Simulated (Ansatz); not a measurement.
# Molecular dynamics of C$_{3}$H$_{11}$NOSi

input.yaml

```yaml
crystal:
  periodic: [false, false, false]
  atoms:
    - { symbol: Si, position_ang: [-0.424043, 0.579434, -0.162289] }
    - { symbol: O, position_ang: [0.136369, 0.88547, 1.463631] }
    - { symbol: C, position_ang: [-0.498204, 0.007031, 2.462813] }
    - { symbol: H, position_ang: [-1.375854, -0.533488, 2.183681] }
    - { symbol: H, position_ang: [0.203961, -0.817124, 2.613733] }
    - { symbol: H, position_ang: [-0.584474, 0.608329, 3.437134] }
    - { symbol: H, position_ang: [0.895276, 1.041104, -0.844149] }
    - { symbol: H, position_ang: [-1.706678, 1.203983, -0.468087] }
    - { symbol: "N", position_ang: [-0.787267, -1.022731, -0.76145] }
    - { symbol: C, position_ang: [-2.117777, -1.644456, -0.861887] }
    - { symbol: H, position_ang: [-2.976257, -0.921678, -0.728974] }
    - { symbol: H, position_ang: [-2.21362, -2.209453, -1.794618] }
    - { symbol: H, position_ang: [-2.237145, -2.343804, 0.025513] }
    - { symbol: C, position_ang: [0.303817, -1.979044, -0.825355] }
    - { symbol: H, position_ang: [0.066759, -2.75223, -1.636615] }
    - { symbol: H, position_ang: [1.216708, -1.377366, -0.945994] }
    - { symbol: H, position_ang: [0.394455, -2.542697, 0.212535] }
basis:
  gaussian: { orbitals: "6-31G" }
hamiltonian:
  xc: r2scan
md:
  timestep: 0.25
  n_steps: 250
  ensemble: nvt_nose_hoover
  temperature: 300.0
  initial_velocities: maxwell_boltzmann
  seed: 49451
  nose_hoover: { tau: 50.0, chain_length: 5 }
```

Launched with:

```bash
$ ansatz run input.yaml --threads 2 --pin off --max-ram 3072MiB --backend cpu --events-out ev --progress --plain --runs-dir out
```

It goes on from the last frame of an earlier run, with new velocities.

Output, in part (one step line in 3, the closing report, with atoms numbered from 0):

```
md step     0: t =     0.00 fs  T =   300.0 K  F+E_penalty+E_count = -14696.70582603 eV  E_kin = 0.581670 eV  conserved = -14696.12415604 eV  (27 SCF iters)
md step     3: t =     0.75 fs  T =   268.3 K  F+E_penalty+E_count = -14696.64397388 eV  E_kin = 0.520134 eV  conserved = -14696.12384395 eV  (30 SCF iters)
md step     6: t =     1.50 fs  T =   255.0 K  F+E_penalty+E_count = -14696.61802138 eV  E_kin = 0.494357 eV  conserved = -14696.12369544 eV  (24 SCF iters)
md step     9: t =     2.25 fs  T =   270.1 K  F+E_penalty+E_count = -14696.64727680 eV  E_kin = 0.523621 eV  conserved = -14696.12374593 eV  (24 SCF iters)
md step    12: t =     3.00 fs  T =   309.6 K  F+E_penalty+E_count = -14696.72403391 eV  E_kin = 0.600225 eV  conserved = -14696.12398838 eV  (31 SCF iters)
md step    15: t =     3.75 fs  T =   356.6 K  F+E_penalty+E_count = -14696.81543110 eV  E_kin = 0.691380 eV  conserved = -14696.12432311 eV  (30 SCF iters)
md step    18: t =     4.50 fs  T =   388.9 K  F+E_penalty+E_count = -14696.87833487 eV  E_kin = 0.754092 eV  conserved = -14696.12455823 eV  (30 SCF iters)
md step    21: t =     5.25 fs  T =   392.6 K  F+E_penalty+E_count = -14696.88548503 eV  E_kin = 0.761217 eV  conserved = -14696.12453057 eV  (30 SCF iters)
md step    24: t =     6.00 fs  T =   372.4 K  F+E_penalty+E_count = -14696.84625203 eV  E_kin = 0.722086 eV  conserved = -14696.12427696 eV  (29 SCF iters)
md step    27: t =     6.75 fs  T =   348.6 K  F+E_penalty+E_count = -14696.80011297 eV  E_kin = 0.675961 eV  conserved = -14696.12404437 eV  (29 SCF iters)
md step    30: t =     7.50 fs  T =   340.6 K  F+E_penalty+E_count = -14696.78479668 eV  E_kin = 0.660485 eV  conserved = -14696.12394547 eV  (30 SCF iters)
md step    33: t =     8.25 fs  T =   357.7 K  F+E_penalty+E_count = -14696.81825076 eV  E_kin = 0.693613 eV  conserved = -14696.12396552 eV  (30 SCF iters)
md step    36: t =     9.00 fs  T =   396.5 K  F+E_penalty+E_count = -14696.89404729 eV  E_kin = 0.768703 eV  conserved = -14696.12427377 eV  (30 SCF iters)
md step    39: t =     9.75 fs  T =   433.2 K  F+E_penalty+E_count = -14696.96626464 eV  E_kin = 0.839950 eV  conserved = -14696.12468558 eV  (30 SCF iters)
md step    42: t =    10.50 fs  T =   438.2 K  F+E_penalty+E_count = -14696.97670016 eV  E_kin = 0.849583 eV  conserved = -14696.12473083 eV  (29 SCF iters)
md step    45: t =    11.25 fs  T =   405.0 K  F+E_penalty+E_count = -14696.91286398 eV  E_kin = 0.785195 eV  conserved = -14696.12438494 eV  (29 SCF iters)
md step    48: t =    12.00 fs  T =   354.5 K  F+E_penalty+E_count = -14696.81545003 eV  E_kin = 0.687305 eV  conserved = -14696.12393890 eV  (29 SCF iters)
md step    51: t =    12.75 fs  T =   316.5 K  F+E_penalty+E_count = -14696.74243280 eV  E_kin = 0.613724 eV  conserved = -14696.12363447 eV  (24 SCF iters)
md step    54: t =    13.50 fs  T =   312.1 K  F+E_penalty+E_count = -14696.73462709 eV  E_kin = 0.605120 eV  conserved = -14696.12360241 eV  (24 SCF iters)
md step    57: t =    14.25 fs  T =   343.3 K  F+E_penalty+E_count = -14696.79630510 eV  E_kin = 0.665653 eV  conserved = -14696.12386075 eV  (24 SCF iters)
md step    60: t =    15.00 fs  T =   392.5 K  F+E_penalty+E_count = -14696.89308314 eV  E_kin = 0.760958 eV  conserved = -14696.12427889 eV  (30 SCF iters)
md step    63: t =    15.75 fs  T =   431.6 K  F+E_penalty+E_count = -14696.97054216 eV  E_kin = 0.836781 eV  conserved = -14696.12461250 eV  (30 SCF iters)
md step    66: t =    16.50 fs  T =   439.4 K  F+E_penalty+E_count = -14696.98735808 eV  E_kin = 0.852003 eV  conserved = -14696.12465642 eV  (30 SCF iters)
md step    69: t =    17.25 fs  T =   415.1 K  F+E_penalty+E_count = -14696.94164428 eV  E_kin = 0.804795 eV  conserved = -14696.12445496 eV  (30 SCF iters)
md step    72: t =    18.00 fs  T =   374.3 K  F+E_penalty+E_count = -14696.86418887 eV  E_kin = 0.725823 eV  conserved = -14696.12427231 eV  (28 SCF iters)
md step    75: t =    18.75 fs  T =   333.4 K  F+E_penalty+E_count = -14696.78628663 eV  E_kin = 0.646447 eV  conserved = -14696.12414104 eV  (30 SCF iters)
md step    78: t =    19.50 fs  T =   304.7 K  F+E_penalty+E_count = -14696.73191133 eV  E_kin = 0.590771 eV  conserved = -14696.12395818 eV  (29 SCF iters)
md step    81: t =    20.25 fs  T =   299.1 K  F+E_penalty+E_count = -14696.72260090 eV  E_kin = 0.580014 eV  conserved = -14696.12398996 eV  (30 SCF iters)
md step    84: t =    21.00 fs  T =   312.1 K  F+E_penalty+E_count = -14696.74936041 eV  E_kin = 0.605058 eV  conserved = -14696.12425891 eV  (30 SCF iters)
md step    87: t =    21.75 fs  T =   323.8 K  F+E_penalty+E_count = -14696.77374324 eV  E_kin = 0.627808 eV  conserved = -14696.12435890 eV  (30 SCF iters)
md step    90: t =    22.50 fs  T =   324.4 K  F+E_penalty+E_count = -14696.77633450 eV  E_kin = 0.628975 eV  conserved = -14696.12418939 eV  (30 SCF iters)
md step    93: t =    23.25 fs  T =   321.9 K  F+E_penalty+E_count = -14696.77283091 eV  E_kin = 0.624072 eV  conserved = -14696.12397206 eV  (29 SCF iters)
md step    96: t =    24.00 fs  T =   329.2 K  F+E_penalty+E_count = -14696.78857422 eV  E_kin = 0.638241 eV  conserved = -14696.12388820 eV  (24 SCF iters)
md step    99: t =    24.75 fs  T =   351.5 K  F+E_penalty+E_count = -14696.83375755 eV  E_kin = 0.681563 eV  conserved = -14696.12397373 eV  (24 SCF iters)
md step   102: t =    25.50 fs  T =   383.2 K  F+E_penalty+E_count = -14696.89740529 eV  E_kin = 0.743042 eV  conserved = -14696.12415153 eV  (30 SCF iters)
md step   105: t =    26.25 fs  T =   412.7 K  F+E_penalty+E_count = -14696.95698155 eV  E_kin = 0.800185 eV  conserved = -14696.12430998 eV  (29 SCF iters)
md step   108: t =    27.00 fs  T =   430.0 K  F+E_penalty+E_count = -14696.99308172 eV  E_kin = 0.833641 eV  conserved = -14696.12438773 eV  (30 SCF iters)
md step   111: t =    27.75 fs  T =   431.0 K  F+E_penalty+E_count = -14696.99789226 eV  E_kin = 0.835636 eV  conserved = -14696.12439974 eV  (31 SCF iters)
md step   114: t =    28.50 fs  T =   417.0 K  F+E_penalty+E_count = -14696.97377233 eV  E_kin = 0.808585 eV  conserved = -14696.12438841 eV  (29 SCF iters)
md step   117: t =    29.25 fs  T =   391.6 K  F+E_penalty+E_count = -14696.92743220 eV  E_kin = 0.759294 eV  conserved = -14696.12437651 eV  (28 SCF iters)
md step   120: t =    30.00 fs  T =   359.2 K  F+E_penalty+E_count = -14696.86728856 eV  E_kin = 0.696376 eV  conserved = -14696.12428031 eV  (29 SCF iters)
md step   123: t =    30.75 fs  T =   329.9 K  F+E_penalty+E_count = -14696.81304309 eV  E_kin = 0.639690 eV  conserved = -14696.12401386 eV  (30 SCF iters)
md step   126: t =    31.50 fs  T =   321.7 K  F+E_penalty+E_count = -14696.79965887 eV  E_kin = 0.623816 eV  conserved = -14696.12390210 eV  (24 SCF iters)
md step   129: t =    32.25 fs  T =   339.5 K  F+E_penalty+E_count = -14696.83714533 eV  E_kin = 0.658297 eV  conserved = -14696.12421475 eV  (30 SCF iters)
md step   132: t =    33.00 fs  T =   361.3 K  F+E_penalty+E_count = -14696.88261226 eV  E_kin = 0.700496 eV  conserved = -14696.12454520 eV  (30 SCF iters)
md step   135: t =    33.75 fs  T =   362.9 K  F+E_penalty+E_count = -14696.88877027 eV  E_kin = 0.703551 eV  conserved = -14696.12451527 eV  (28 SCF iters)
md step   138: t =    34.50 fs  T =   342.9 K  F+E_penalty+E_count = -14696.85290890 eV  E_kin = 0.664829 eV  conserved = -14696.12423968 eV  (30 SCF iters)
md step   141: t =    35.25 fs  T =   317.9 K  F+E_penalty+E_count = -14696.80710214 eV  E_kin = 0.616287 eV  conserved = -14696.12398364 eV  (24 SCF iters)
md step   144: t =    36.00 fs  T =   304.7 K  F+E_penalty+E_count = -14696.78438664 eV  E_kin = 0.590813 eV  conserved = -14696.12389005 eV  (24 SCF iters)
md step   147: t =    36.75 fs  T =   310.4 K  F+E_penalty+E_count = -14696.79823564 eV  E_kin = 0.601750 eV  conserved = -14696.12395396 eV  (23 SCF iters)
md step   150: t =    37.50 fs  T =   331.2 K  F+E_penalty+E_count = -14696.84178133 eV  E_kin = 0.642138 eV  conserved = -14696.12409761 eV  (30 SCF iters)
md step   153: t =    38.25 fs  T =   358.1 K  F+E_penalty+E_count = -14696.89734813 eV  E_kin = 0.694236 eV  conserved = -14696.12425899 eV  (30 SCF iters)
md step   156: t =    39.00 fs  T =   380.7 K  F+E_penalty+E_count = -14696.94512854 eV  E_kin = 0.738217 eV  conserved = -14696.12441092 eV  (27 SCF iters)
md step   159: t =    39.75 fs  T =   390.3 K  F+E_penalty+E_count = -14696.96773635 eV  E_kin = 0.756767 eV  conserved = -14696.12453186 eV  (29 SCF iters)
md step   162: t =    40.50 fs  T =   380.4 K  F+E_penalty+E_count = -14696.95272240 eV  E_kin = 0.737591 eV  conserved = -14696.12461940 eV  (29 SCF iters)
md step   165: t =    41.25 fs  T =   348.2 K  F+E_penalty+E_count = -14696.89412571 eV  E_kin = 0.675068 eV  conserved = -14696.12457382 eV  (30 SCF iters)
md step   168: t =    42.00 fs  T =   300.8 K  F+E_penalty+E_count = -14696.80551991 eV  E_kin = 0.583194 eV  conserved = -14696.12423846 eV  (30 SCF iters)
md step   171: t =    42.75 fs  T =   261.9 K  F+E_penalty+E_count = -14696.73300160 eV  E_kin = 0.507881 eV  conserved = -14696.12390036 eV  (30 SCF iters)
md step   174: t =    43.50 fs  T =   252.7 K  F+E_penalty+E_count = -14696.71808958 eV  E_kin = 0.490046 eV  conserved = -14696.12396776 eV  (30 SCF iters)
md step   177: t =    44.25 fs  T =   268.3 K  F+E_penalty+E_count = -14696.75133261 eV  E_kin = 0.520122 eV  conserved = -14696.12423681 eV  (30 SCF iters)
md step   180: t =    45.00 fs  T =   289.2 K  F+E_penalty+E_count = -14696.79508352 eV  E_kin = 0.560636 eV  conserved = -14696.12435425 eV  (30 SCF iters)
md step   183: t =    45.75 fs  T =   304.4 K  F+E_penalty+E_count = -14696.82789648 eV  E_kin = 0.590142 eV  conserved = -14696.12431694 eV  (30 SCF iters)
md step   186: t =    46.50 fs  T =   313.8 K  F+E_penalty+E_count = -14696.84966152 eV  E_kin = 0.608450 eV  conserved = -14696.12425735 eV  (30 SCF iters)
md step   189: t =    47.25 fs  T =   320.6 K  F+E_penalty+E_count = -14696.86642778 eV  E_kin = 0.621598 eV  conserved = -14696.12422401 eV  (30 SCF iters)
md step   192: t =    48.00 fs  T =   327.1 K  F+E_penalty+E_count = -14696.88287602 eV  E_kin = 0.634286 eV  conserved = -14696.12420507 eV  (29 SCF iters)
md step   195: t =    48.75 fs  T =   335.1 K  F+E_penalty+E_count = -14696.90220484 eV  E_kin = 0.649678 eV  conserved = -14696.12421748 eV  (29 SCF iters)
md step   198: t =    49.50 fs  T =   344.0 K  F+E_penalty+E_count = -14696.92361566 eV  E_kin = 0.666909 eV  conserved = -14696.12430039 eV  (29 SCF iters)
md step   201: t =    50.25 fs  T =   349.2 K  F+E_penalty+E_count = -14696.93822393 eV  E_kin = 0.677128 eV  conserved = -14696.12441956 eV  (29 SCF iters)
md step   204: t =    51.00 fs  T =   344.6 K  F+E_penalty+E_count = -14696.93368874 eV  E_kin = 0.668158 eV  conserved = -14696.12448967 eV  (27 SCF iters)
md step   207: t =    51.75 fs  T =   327.0 K  F+E_penalty+E_count = -14696.90396391 eV  E_kin = 0.634100 eV  conserved = -14696.12451662 eV  (29 SCF iters)
md step   210: t =    52.50 fs  T =   297.2 K  F+E_penalty+E_count = -14696.85015778 eV  E_kin = 0.576288 eV  conserved = -14696.12446369 eV  (29 SCF iters)
md step   213: t =    53.25 fs  T =   262.7 K  F+E_penalty+E_count = -14696.78652212 eV  E_kin = 0.509280 eV  conserved = -14696.12418009 eV  (25 SCF iters)
md step   216: t =    54.00 fs  T =   243.9 K  F+E_penalty+E_count = -14696.75316795 eV  E_kin = 0.472941 eV  conserved = -14696.12388077 eV  (23 SCF iters)
md step   219: t =    54.75 fs  T =   259.2 K  F+E_penalty+E_count = -14696.78619741 eV  E_kin = 0.502601 eV  conserved = -14696.12400626 eV  (23 SCF iters)
md step   222: t =    55.50 fs  T =   299.0 K  F+E_penalty+E_count = -14696.86741447 eV  E_kin = 0.579777 eV  conserved = -14696.12442320 eV  (27 SCF iters)
md step   225: t =    56.25 fs  T =   334.5 K  F+E_penalty+E_count = -14696.94056519 eV  E_kin = 0.648505 eV  conserved = -14696.12467187 eV  (28 SCF iters)
md step   228: t =    57.00 fs  T =   346.4 K  F+E_penalty+E_count = -14696.96816474 eV  E_kin = 0.671580 eV  conserved = -14696.12463635 eV  (28 SCF iters)
md step   231: t =    57.75 fs  T =   335.2 K  F+E_penalty+E_count = -14696.95088449 eV  E_kin = 0.649841 eV  conserved = -14696.12446061 eV  (28 SCF iters)
md step   234: t =    58.50 fs  T =   312.7 K  F+E_penalty+E_count = -14696.91164889 eV  E_kin = 0.606344 eV  conserved = -14696.12426408 eV  (28 SCF iters)
md step   237: t =    59.25 fs  T =   293.6 K  F+E_penalty+E_count = -14696.87869633 eV  E_kin = 0.569350 eV  conserved = -14696.12410527 eV  (28 SCF iters)
md step   240: t =    60.00 fs  T =   289.9 K  F+E_penalty+E_count = -14696.87538229 eV  E_kin = 0.562026 eV  conserved = -14696.12405812 eV  (24 SCF iters)
md step   243: t =    60.75 fs  T =   305.3 K  F+E_penalty+E_count = -14696.90966439 eV  E_kin = 0.592019 eV  conserved = -14696.12418596 eV  (28 SCF iters)
md step   246: t =    61.50 fs  T =   332.2 K  F+E_penalty+E_count = -14696.96659100 eV  E_kin = 0.644192 eV  conserved = -14696.12443045 eV  (29 SCF iters)
md step   249: t =    62.25 fs  T =   355.2 K  F+E_penalty+E_count = -14697.01633807 eV  E_kin = 0.688781 eV  conserved = -14696.12464498 eV  (29 SCF iters)
md step   250: t =    62.50 fs  T =   359.5 K  F+E_penalty+E_count = -14697.02640979 eV  E_kin = 0.697071 eV  conserved = -14696.12469971 eV  (26 SCF iters)
Total energy: -14697.02641983 eV, -540.1057589264 hartree
Atom 0 at    -0.515303     0.597619    -0.160461 Å, force     0.911006    -0.502518    -0.987962 eV/Å
Atom 1 at     0.196566     0.516531     1.378491 Å, force     0.103739     0.337553     0.870746 eV/Å
Atom 2 at    -0.470976     0.260490     2.657619 Å, force     1.063603    -1.588329    -0.962534 eV/Å
Atom 3 at    -1.148975    -0.632778     2.610683 Å, force     0.034086     0.909844    -0.053696 eV/Å
Atom 4 at     0.374068    -0.044904     3.260752 Å, force     0.079486     0.016674     0.710989 eV/Å
Atom 5 at    -0.900619     1.161039     3.042166 Å, force    -0.704111     0.548744     0.287567 eV/Å
Atom 6 at     0.529478     1.304261    -1.015334 Å, force    -0.198082    -0.138068     0.358972 eV/Å
Atom 7 at    -1.782772     1.333892    -0.102648 Å, force    -0.770516     0.180630    -0.167311 eV/Å
Atom 8 at    -0.765526    -1.042018    -0.790270 Å, force     0.097101     0.613295     0.266436 eV/Å
Atom 9 at    -2.094914    -1.580266    -0.949771 Å, force    -1.067152     0.330973     1.294333 eV/Å
Atom 10 at    -2.869415    -0.758196    -0.855679 Å, force     0.782561    -0.715624    -0.196127 eV/Å
Atom 11 at    -2.230221    -2.047642    -1.921030 Å, force    -0.101271    -0.419613    -0.284555 eV/Å
Atom 12 at    -2.314774    -2.293699    -0.103870 Å, force    -0.097413     0.063823    -0.807447 eV/Å
Atom 13 at     0.368312    -2.002386    -0.815044 Å, force    -0.063031     3.117017    -2.024117 eV/Å
Atom 14 at     0.384564    -2.464600    -1.809879 Å, force     0.313134    -0.146752    -0.029655 eV/Å
Atom 15 at     1.268125    -1.357481    -0.660019 Å, force    -0.237284    -0.929128    -0.159075 eV/Å
Atom 16 at     0.293455    -2.734046    -0.087008 Å, force    -0.145857    -1.678521     1.883436 eV/Å
Dipole moment:    -0.325920    -0.220075     0.130540 e Å
```

The run went to its last step. The conserved energy stayed within 0.037 meV per atom of its start (net change -0.032 meV per atom), so the integration is sound. A run of 0.062 ps of so small a system gives no equilibrium averages. Limits of this set-up: no polarisation functions.

The same pairs are bonded in the first frame and the last. Pairs count as bonded within 1.25 times the sum of covalent radii (0.12 Å more for H–H).

Last frame:

```xyz
17
Properties=species:S:1:pos:R:3
Si -0.515 0.598 -0.161
O 0.197 0.516 1.379
C -0.471 0.261 2.658
H -1.149 -0.633 2.611
H 0.374 -0.045 3.261
H -0.901 1.161 3.042
H 0.529 1.304 -1.015
H -1.783 1.334 -0.103
N -0.765 -1.042 -0.790
C -2.095 -1.580 -0.950
H -2.869 -0.758 -0.856
H -2.230 -2.048 -1.921
H -2.315 -2.294 -0.104
C 0.368 -2.002 -0.815
H 0.385 -2.465 -1.810
H 1.268 -1.357 -0.660
H 0.293 -2.734 -0.087
```

Run time: 18 min on 2 threads of Arm Neoverse V2, on a shared host, peak memory 0.17 GiB.
